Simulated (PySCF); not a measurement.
Vertical excitations of a molecule C5H9B from TDA-PBE0/def2-SVPD run with PySCF, as energy in eV (oscillator strength): 4.44 (0.000), 5.83 (0.040), 5.84 (0.036), 6.46 (0.005), 6.97 (0.042), 7.18 (0.000), 7.20 (0.037), 7.57 (0.000), 7.87 (0.027), 8.00 (0.041). Lowest triplet (TDA): 4.06 eV. The structure is a stationary point at B3LYP-D3(BJ)/def2-SVP. Other conformers were not sampled.

Question: Which structure fits?
A) CC#CB(C)C
B) C=CB(C)C=C
C) CB1C=C(C)C1
D) C#CB(C)CC

Answer: D, C#CB(C)CC
